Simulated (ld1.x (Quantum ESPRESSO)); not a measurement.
# Transferability test, TM potential for W (Z = 74)

```
Element                 : tungsten (W)
Generator               : ld1.x (Quantum ESPRESSO) 7.5
Type                    : norm-conserving Troullier–Martins (Kleinman–Bylander form)
Functional              : PBE
Relativity              : scalar-relativistic
Frozen core             : [Kr] 4d10
Valence charge          : 28
Reference configuration : 4f14 5s2 5p6 5d4 6s2 6p0
Partial waves           : 5s (bound): rc 1.15 bohr; 5p (bound): rc 2.00 bohr; 5d (bound): rc 2.70 bohr; 4f (bound): rc 1.00 bohr
Local potential         : all-electron potential smoothed inside 1.50 bohr (lloc = -1)
Core correction         : a·sin(br)/r model core inside 0.84 bohr
```

Occupied shells without a wave of their own: 6s. They enter only through the test configuration that unscreens the potential, and ld1.x also counts them in the model core charge.

Energies are relative to the spin-unpolarised reference configuration 4f14 5s2 5p6 5d4 6s2 6p0; without spin polarisation the order of configurations can differ from experiment. Not all tests gave a result: 2 of 7 tests not solved or not reliable.

ld1.x takes every shell without a wave as core, so the model core holds the 6s electrons as well and exchange and correlation see them twice. This cancels in the reference configuration, but the file is broken for other ones, and its errors say nothing about a proper core correction.

| valence configuration | charge | ΔE all-electron (eV) | error AE − PS (meV) |
| --- | --- | --- | --- |
| 4f14 5s2 5p6 5d4 6s1 6p0 | +1 | 8.883 | -118 |
| 4f14 5s2 5p6 5d3 6s0 6p0 | +3 | 49.945 | -820 |
| 4f14 5s2 5p6 5d5 6s0 6p0 | +1 | 9.692 | -205 |
| 4f14 5s1 5p6 5d4 6s2 6p0 | +1 | 85.421 | -129 |
| 4f14 5s2 5p6 5d2 6s0 6p0 | +4 | 87.156 | -1125 |
